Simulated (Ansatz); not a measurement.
A run for Ansatz (a program for electronic structure): R-r2SCAN/def2-TZVPP on iodoethane (SMILES CCI), a point of a torsion scan. Elements past Kr take the def2 small-core potentials; no spin–orbit coupling.

Ansatz 0.2 input:
```yaml
crystal:
  periodic: [false, false, false]
  atoms:
    - {symbol: C, position_ang: [-0.79075210, 0.22615902, 0.03259533]}
    - {symbol: C, position_ang: [0.56911098, -0.43350479, -0.04400554]}
    - {symbol: I, position_ang: [0.43319962, -2.59516655, -0.11889825]}
    - {symbol: H, position_ang: [-1.18430135, 0.19589693, 1.04645063]}
    - {symbol: H, position_ang: [-1.50366576, -0.23490728, -0.64552269]}
    - {symbol: H, position_ang: [-0.68871275, 1.27597392, -0.24520669]}
    - {symbol: H, position_ang: [1.09257697, -0.15518276, -0.95544383]}
    - {symbol: H, position_ang: [1.18786031, -0.19433412, 0.81596937]}
basis:
  gaussian:
    orbitals: def2-TZVPP
hamiltonian:
  xc: {name: r2SCAN}
scf: {lower_state_search: off}
```

The head of its log:

```
Functional definition: r2SCAN
[...]
these checks for a lower state are left out or cut short: stability, starts, cluster_reference, orbital_swaps, neighbouring_geometries, increment
integrals: 0.08 GiB planned
1022 factors; their error is unknown
mean field: 0.69 GiB planned
mean field evaluation 1: about -10248.9775 eV, gradient 6.5e1 eV
mean field evaluation 2: about -10230.0816 eV, gradient 1.0e2 eV
```

Predict the final total energy.

-377.0253 hartree.
